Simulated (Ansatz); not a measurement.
`[SiH3][SiH2]S[SiH3]` + `BOCCS` → `BO[SiH2]S[SiH3]` + `[SiH3]CCS`  (redistribution)

Computed with Ansatz on PBE0-D4/def2-TZVP structures; ΔE is electronic, products minus reactants. CCSD(T)/CBS is the MP2 limit (def2-TZVPP, def2-QZVPP) plus CCSD(T) − MP2 in def2-TZVPP, frozen cores. DFT in def2-TZVPP. B3LYP here is the variant with VWN-RPA as its local correlation; programs differ in this. One conformer a species, not always the lowest.

| level | ΔE (kJ/mol) |
| --- | --- |
| ωB97X-V | -150.8 |
| B2PLYP | -157.9 |
| B3LYP | -150.3 |
| HF/CBS(def2) | -169.8 |

(1) What does CCSD(T)/CBS give? (Estimate.)

Largest T1 diagnostic among the species: 0.013.

Answers

(1) The calculation gave: -158.6 kJ/mol. The listed levels differ from it by 7.8, 0.7, 8.3, -11.2 kJ/mol.

From PBE to PBE0 (25 % exact exchange), in def2-TZVPP and without D4, ΔE moves by −9.0 kJ/mol.

CCSD(T)/CBS has its own doubt, a few kJ/mol and more with outer-core shells, so smaller differences from it don't rank the levels.
